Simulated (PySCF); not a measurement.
Nb(NH)(F)2(NH2) (F2H3N2Nb), SMILES [NH]=[Nb]([F])([NH2])[F], multiplicity 1.

Geometry optimised at PBE0-D3(BJ)/def2-SVP. The spin state was assumed, not searched. The def2 effective core potentials stand for the cores of Nb; spin–orbit coupling is left out. Other conformers were not sampled.

Method: CAM-B3LYP/def2-TZVP in PySCF.

Symmetry labels are those of the subgroup Cs that the program uses (full group Cs).

Task: List the valence orbital energies around the gap with their symmetry. (The exact figures need the calculation; the answer reports its results.)

Result: 
| orbital | symmetry | energy (eV) |
|---|---|---|
| HOMO−7 | A' | -13.80 |
| HOMO−6 | A" | -13.75 |
| HOMO−5 | A' | -13.17 |
| HOMO−4 | A" | -13.04 |
| HOMO−3 | A' | -12.85 |
| HOMO−2 | A" | -9.93 |
| HOMO−1 | A' | -9.93 |
| HOMO | A" | -9.67 |
| LUMO | A' | -0.13 |
| LUMO+1 | A" | 0.30 |
| LUMO+2 | A' | 0.42 |
| LUMO+3 | A' | 0.72 |
